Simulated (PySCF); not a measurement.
# Correlation energy of B⁺ (boron, charge +1)

[He] 2s1 3s1, high-spin 3S determinant (an excited configuration). Calculation: PySCF 2.14, in aug-cc-pwCVDZ (5s4p2d, 27 functions); no relativity, point nucleus. Frozen: nothing; 4 electrons correlated.

```
  level  correlation energy (mhartree)
   CCSD                         -35.20
    (T)                          -0.08
CCSD(T)                         -35.28
  CCSDT                         -35.29
```

Diagnostics: T1 = 0.0073, D1 = 0.0206, largest double amplitude 0.072.

The outer electron is Rydberg-like, and this basis confines it to a smaller radius and binds it less than a complete one would.

Cost of the coupled-cluster step: roughly 0.29 core-seconds, for 4 correlated electrons.

Iterations:

```
CC2 = 0
CCSD nocc = (np.int64(3), np.int64(1)), nmo = (27, 27)
frozen orbitals [[], []]
max_cycle = 100
direct = 0
conv_tol = 1e-08
conv_tol_normt = 1e-06
diis_space = 8
diis_start_cycle = 0
Init t2, MP2 energy = -0.0279943879712502
Init E_corr(UCCSD) = -0.0279943879716192
cycle = 1  E_corr(UCCSD) = -0.0319304228543398  dE = -0.00393603488  norm(t1,t2) = 0.0344049
cycle = 2  E_corr(UCCSD) = -0.033209932301829  dE = -0.00127950945  norm(t1,t2) = 0.0223864
cycle = 3  E_corr(UCCSD) = -0.0352514516063381  dE = -0.0020415193  norm(t1,t2) = 0.0147268
cycle = 4  E_corr(UCCSD) = -0.0351785961897981  dE = 7.28554165e-05  norm(t1,t2) = 0.000807729
cycle = 5  E_corr(UCCSD) = -0.0352106746278118  dE = -3.2078438e-05  norm(t1,t2) = 0.000313806
cycle = 6  E_corr(UCCSD) = -0.0351966999429624  dE = 1.39746848e-05  norm(t1,t2) = 6.27133e-05
cycle = 7  E_corr(UCCSD) = -0.035197954875018  dE = -1.25493206e-06  norm(t1,t2) = 9.56779e-06
cycle = 8  E_corr(UCCSD) = -0.0351977884627343  dE = 1.66412284e-07  norm(t1,t2) = 1.55604e-06
cycle = 9  E_corr(UCCSD) = -0.0351977759204853  dE = 1.2542249e-08  norm(t1,t2) = 2.10336e-07
cycle = 10  E_corr(UCCSD) = -0.0351977587524008  dE = 1.71680845e-08  norm(t1,t2) = 1.19017e-07
cycle = 11  E_corr(UCCSD) = -0.0351977596806754  dE = -9.28274645e-10  norm(t1,t2) = 1.92888e-08
UCCSD converged
E(UCCSD) = -23.73110980836332  E_corr = -0.03519775968067544
UCCSD(T) correction = -8.26959000550051e-05
```
